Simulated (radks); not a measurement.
Results of a calculation; reference values are marked as such.
Task: These are the eigenvalues of the occupied orbitals of an atom or ion with whole-number occupations (hartree). Code: a radial shooting solver on a logarithmic mesh with Libxc functionals. Model: non-relativistic Kohn-Sham, TPSS, spin-polarised, spherical densities, point nucleus; meta-GGA in the generalised Kohn-Sham scheme.

1s up: -756.8474
1s down: -756.8376
2s up: -113.8821
2s down: -113.8785
2p up: -105.7955
2p down: -105.7873
3s up: -26.99016
3s down: -26.97846
3p up: -23.83538
3p down: -23.82160
3d up: -18.08685
3d down: -18.07231
4s up: -10.17873
4s down: -10.06509
4p up: -9.11261

Which element is it, and in what charge state? The configuration may be excited. Open shells, if any, are filled with parallel spins first.

Result: Z = 43, technetium, charge +12: Tc12+ in [Ar] 3d10 4s2 4p1. The list shows which subshells hold electrons but not how many an open one holds; the 1s level, -756.85 hartree, gives Z - s = 38.9 by -(Z - s)^2/2, which with screening narrows Z to a few neighbours, and the depths of the outer levels then fix element, charge and occupations together.
